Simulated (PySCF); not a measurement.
# A rate constant, worked out

An elementary step of BNH3ClO, singlet (BNH₃ClO ([NH2][B]([OH])[Cl]) → BNHCl ([NH][B][Cl]) + H₂O (still joined by a long B–O bond); B–O, N–H broken or loosened, O–H formed or tightened). The start structure is the reactant molecule, and the electronic barrier above it is 3.062 eV by CCSD(T) at an estimated basis limit (MP2 extrapolated from triple and quadruple zeta, plus CCSD(T) − MP2 in triple zeta). PySCF 2.14 with density fitting (its default auxiliary sets; JK sets also for MP2 and CCSD(T)); basis: def2-TZVPP and def2-QZVPP; cores frozen in the correlated methods. Extrapolation: Hartree–Fock as exp(−7.88 √X), correlation as X^−2.97. Harmonic wavenumbers (analytic Hessian with the translational sum rule) at PBE0-D4/def2-TZVP (PySCF 2.14 with density fitting (its default auxiliary sets; JK sets also for MP2 and CCSD(T))), in cm⁻¹:

Start: 319, 370, 406, 444, 550, 593, 626, 917, 1005, 1259, 1464, 1629, 3644, 3755, 3915.

Saddle: 924i, 298, 407, 484, 534, 647, 743, 857, 942, 1001, 1360, 1597, 2285, 3696, 3814.

Work out the transition-state-theory rate constant at 700 K from these numbers alone (harmonic vibrations; rotation, path degeneracy and anharmonicity left out), and the Wigner tunnelling factor. Use 1 cm⁻¹ = 1.2398 × 10⁻⁴ eV and k_B = 8.617 × 10⁻⁵ eV/K.

Zero-point energies, half the sums: start 20896/2 cm⁻¹ = 1.2954 eV; saddle, real modes only, 18665/2 cm⁻¹ = 1.1571 eV.
Barrier with zero-point energy: 3.062 + 1.1571 − 1.2954 = 2.9237 eV.
k_BT = 0.06032 eV, so the barrier is 48.47 k_BT.
Vibrational partition functions from the zero-point level, ln q = −Σ ln(1 − exp(−hν/k_BT)): start 3.974, saddle 3.361.
k = (k_BT/h) exp(ln q‡ − ln q) exp(−E0/k_BT), with log₁₀(k_BT/h in s⁻¹) = 13.16: log₁₀ k = 13.16 + (-0.613 − 48.47)/2.3026 = -8.16, so k ≈ 7 × 10^(-9) s⁻¹.
Wigner factor: 1 + (hν‡/k_BT)²/24 = 1 + (1.90)²/24 = 1.15. A change of 1 kcal/mol (0.043 eV) in the barrier would change k by a factor of 2.1 at this temperature.

T1 diagnostic: at most 0.014.

Labels in which every atom is bracketed show which atoms are joined, not bond orders.

For scale, one of the runs: CCSD(T)/def2-TZVPP, 177 basis functions, launched by `OMP_NUM_THREADS=4 python run.py`. Hardware: 4 CPU threads of an Arm Neoverse V1, shared host. Wall time 4.4 min; peak host memory 1.9 GiB.
